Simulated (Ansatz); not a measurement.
Basis-set extrapolation for C12H13NSi (`[SiH3]N(c1ccccc1)c1ccccc1`) (PBE0-D4/def2-TZVP geometry, frozen core, Ansatz 0.2.0). Multiplicity 1, RHF reference.

```csv
,def2-TZVPP,def2-QZVPP
HF,-805.577888,-805.608436
MP2 correlation,-2.220530,-2.362416
CCSD(T) correlation,-2.393574,not run
```

Energies in hartree. Use E(X) = E(∞) + A·exp(−7.88·√X) for Hartree–Fock and E(X) = E(∞) + B·X^(−2.97) for correlation, with X = 3 and 4, and add CCSD(T) minus MP2 of the smaller set to the MP2 limit.

Problem. What is the CCSD(T) energy at the basis-set limit?

Solution. HF limit: -805.608436 + (-0.030548) × 0.13774 = -805.61264. MP2 limit: -2.362416 + (-0.141886) × 0.74074 = -2.46752. Higher-order term: -2.393574 − (-2.220530) = -0.17304. Total: -808.25320 hartree, 176.8 kcal/mol below CCSD(T)/def2-TZVPP.
